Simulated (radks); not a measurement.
Problem. These are the eigenvalues of the occupied orbitals of an atom or ion with whole-number occupations (eV). Method: non-relativistic Kohn-Sham, LB94 model potential, spin-polarised, spherical densities, point nucleus; computed with a radial shooting solver on a logarithmic mesh with Libxc functionals.

| orbital | eigenvalue |
|---|---|
| 1s down | -70367.92 |
| 1s up | -70367.91 |
| 2s down | -12450.88 |
| 2s up | -12450.68 |
| 2p down | -11998.50 |
| 2p up | -11998.36 |
| 3s up | -3594.775 |
| 3s down | -3593.938 |
| 3p up | -3382.432 |
| 3p down | -3381.793 |
| 3d up | -2985.142 |
| 3d down | -2984.940 |
| 4s up | -1388.655 |
| 4s down | -1382.743 |
| 4p up | -1296.481 |
| 4p down | -1290.583 |
| 4d up | -1128.427 |
| 4d down | -1122.554 |
| 4f up | -910.4695 |

Which element is it, and in what charge state? The configuration may be excited. Open shells, if any, are filled with parallel spins first.

Solution. Z = 77, iridium, charge +27: Ir27+ in [Kr] 4d10 4f4. The list shows which subshells hold electrons but not how many an open one holds; the 1s level, -2586 hartree, gives Z - s = 71.9 by -(Z - s)^2/2, which with screening narrows Z to a few neighbours, and the depths of the outer levels then fix element, charge and occupations together.
